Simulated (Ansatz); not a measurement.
## SnH3F (SMILES [F][SnH3]): the vertical ionisation energy, rung by rung

The species is SnH3F (5 atoms), meant as a singlet with charge 0. As SMILES, `[F][SnH3]`. The shape is that of a PBE0-D4/def2-TZVP optimisation.

```xyz
5

F    -1.2850    0.7183    1.0050
Sn    0.1004   -0.0659   -0.0790
H    -0.5284   -0.0548   -1.6591
H     0.3189   -1.6265    0.5606
H     1.4441    0.9552    0.1310
```

Each level gives the vertical ionisation energy (to the doublet cation) (eV). The values are calculated.

```tsv
level	kind	program	value (eV)	less CCSD(T)/STO-3G	CPU time (all runs)
HF/STO-3G	Hartree–Fock	Ansatz	6.51	-0.45	7.8 s
SVWN5/STO-3G	LDA	Ansatz	7.70	+0.74	6.4 s
revPBE/STO-3G	GGA	Ansatz	7.65	+0.69	12 s
r2SCAN/STO-3G	meta-GGA	Ansatz	7.91	+0.95	54 s
BHLYP/STO-3G	global hybrid	Ansatz	8.02	+1.06	64 s
PBE0/STO-3G	global hybrid	Ansatz	8.00	+1.04	33 s
HSE06/STO-3G	range-separated hybrid	Ansatz	7.99	+1.03	39 s
MP2/STO-3G	perturbation theory	Ansatz	6.90	-0.06	14 s
CCSD(T)/STO-3G	coupled cluster or CI	Ansatz	6.96	0.00	15 s
CCSD/STO-3G	coupled cluster or CI	Ansatz	6.94	-0.02	15 s
```

CCSD(T)/STO-3G is the highest level here, not the true value. All-electron rows without a relativistic Hamiltonian named are non-relativistic. Spin-orbit coupling, which can split open shells on such heavy atoms by tenths of an eV, is left out. The values span 6.51 to 8.02 eV. All rows use very small basis sets, so none should be taken for the real molecule's value. In the correlated wave-function rows the outer d shell of Sn is correlated, in sets not made for it. CPU times are rough (shared hosts, several kinds of processor and program).
